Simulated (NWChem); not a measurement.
System: CH5BOS; SMILES CSBO

```xyz
9

B     -0.6622     1.0228     0.0000
H     -1.7450     1.5654     0.0000
O      0.5044     1.7132     0.0000
H      0.3721     2.6661     0.0000
S     -0.6558    -0.7701     0.0000
C      1.1191    -1.1611     0.0000
H      1.6081    -0.7541    -0.8946
H      1.2112    -2.2547     0.0000
H      1.6081    -0.7541     0.8946
```
Atoms are numbered in this order, from 1.

Coordinates come from a PBE0/def2-SVP optimisation. B3LYP is NWChem's, with the RPA form of VWN correlation.

Symmetry labels are those of Cs in the frame above (b1 and b2, or b-type labels, depend on it).

Problem. List the 4 lowest vertical singlet excitations and the 4 lowest triplet ones from B3LYP/6-31+G* (spherical d), full TDDFT (NWChem).

Solution. 
```tsv
state	energy (eV)	oscillator strength	symmetry	leading excitation (squared amplitude)
S1	5.55	0.001	a"	HOMO → LUMO (0.96)
S2	6.18	0.135	a'	HOMO → LUMO+1 (0.96)
S3	6.31	0.000	a"	HOMO → LUMO+2 (0.94)
S4	6.62	0.049	a"	HOMO → LUMO+3 (0.94)
T1	5.00	spin-forbidden	a'	HOMO → LUMO+1 (0.97)
T2	5.34	spin-forbidden	a"	HOMO → LUMO (0.84)
T3	6.14	spin-forbidden	a"	HOMO → LUMO+2 (0.66)
T4	6.47	spin-forbidden	a"	HOMO → LUMO+3 (0.71)
```
